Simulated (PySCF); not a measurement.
Compound: C6H11O (doublet state).
SMILES with atom numbers: `[CH3:1][CH2:2][CH2:3][C@@H:4]([CH3:5])[C:6]=[O:7]` (hydrogens: H8, H9, H10 on C1; H11, H12 on C2; H13, H14 on C3; H15 on C4; H16, H17, H18 on C5)

Cartesian coordinates in Å at the GFN2-xTB level; atoms count from 1:
```
atom  x, y, z in Å
C1     2.680    0.125   -0.197
C2     1.287    0.666   -0.495
C3     0.212   -0.396   -0.281
C4    -1.200    0.149   -0.527
C5    -2.268   -0.946   -0.416
C6    -1.486    1.295    0.384
O7    -2.485    1.671    0.910
H8     2.747   -0.208    0.836
H9     2.908   -0.719   -0.845
H10    3.431    0.894   -0.359
H11    1.248    1.020   -1.528
H12    1.074    1.518    0.155
H13    0.388   -1.235   -0.958
H14    0.274   -0.775    0.741
H15   -1.232    0.590   -1.533
H16   -3.257   -0.527   -0.583
H17   -2.084   -1.723   -1.155
H18   -2.245   -1.393    0.575
```

The hyperfine couplings belong to this conformer and change with its torsions.

Method: PySCF, UKS B3LYP, pcH-1 on C H O, non-relativistic, mean-field spin-orbit, GIAO. One conformer (not necessarily the lowest) at the GFN2-xTB geometry, without solvent, vibrations or thermal averaging. A GFN2-xTB geometry isn't a minimum of the functional, and hyperfine couplings can be far from their values at a DFT geometry. No stability test was run, so a lower SCF solution isn't excluded.

Break the g tensor into its mass correction, gauge correction and orbital-Zeeman/spin–orbit terms.

| Δg (ppt) | 1 | 2 | 3 |
| --- | --- | --- | --- |
| relativistic mass correction | -0.22 | -0.22 | -0.22 |
| gauge correction | 0.04 | 0.02 | 0.03 |
| orbital Zeeman/spin–orbit | -7.42 | -0.13 | 2.63 |
| total | -7.61 | -0.34 | 2.44 |

So g = 1.99471, 2.00198, 2.00476 and g_iso = 2.00048; the tensor is rhombic: the two nearest values differ by 28 % of g3 − g1. Axes: g1 points within 13° of the C6–O7 bond.

What are the electron Larmor frequencies g μB B/h along the three axes at 330 mT?

9.2131, 9.2467, 9.2595 GHz for g1, g2 and g3, a range of 46.4 MHz.

At 9.662 GHz, how far is the centre of the isotropic spectrum from where a free electron (g = 2.002319) resonates?

B = hν/(g μB) with μB/h = 13.99624 MHz/mT gives 344.76 mT for the free electron and 345.08 mT at g_iso, 0.32 mT higher.

In a frozen sample, at which fields do the three g values resonate at 9.5, 34, 94 and 263 GHz (hyperfine left aside), and which band first spreads them over more than twice a line width of 1.0 mT?

```tsv
band	GHz	B(g3) mT	B(g2) mT	B(g1) mT	spread mT
X	9.5	338.57	339.04	340.28	1.70
Q	34.0	1211.73	1213.41	1217.83	6.10
W	94.0	3350.08	3354.72	3366.94	16.87
J	263.0	9373.09	9386.07	9420.28	47.19
```

The spread grows in proportion to the frequency. Q band is the first where it exceeds 2.0 mT.

The Mulliken spin populations are largest on C6 (+0.65) and O7 (+0.23).

The HOMO–LUMO gaps are 4.20 eV among the α and 7.44 eV among the β orbitals.
